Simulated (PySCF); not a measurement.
Computed shifts of a molecule C4H10OSi, PBE0/pcSseg-1 (PySCF), GIAO, gas phase, atoms alike by connectivity averaged where their shifts nearly agree, in ppm (number of nuclei): ¹³C: 158.3 (1), 107.7 (1), 59.3 (1), 17.3 (1). ²⁹Si: -66.9 (1). ¹H: 6.18 (1), 5.28 (1), 4.22 (3), 3.72 (2), 1.92 (3). References: ¹³C against TMS (σ = 186.3 ppm); ¹⁷O against H2O (σ = 334.2 ppm); ²⁹Si against TMS (σ = 352.7 ppm); ¹H against TMS (σ = 31.56 ppm), references at their B3LYP-D3(BJ)/def2-TZVP geometries, non-relativistic. The structure is a stationary point at PBE0-D3(BJ)/def2-SVP. One conformer was computed; it need not be the lowest.

Which structure fits?
A. C/C=C/OC[SiH3]
B. O[C@@H]1CC[SiH2]C1
C. O[C@H]1C[C@H]1C[SiH3]
D. C/C=C/[SiH2]OC

A, C/C=C/OC[SiH3]
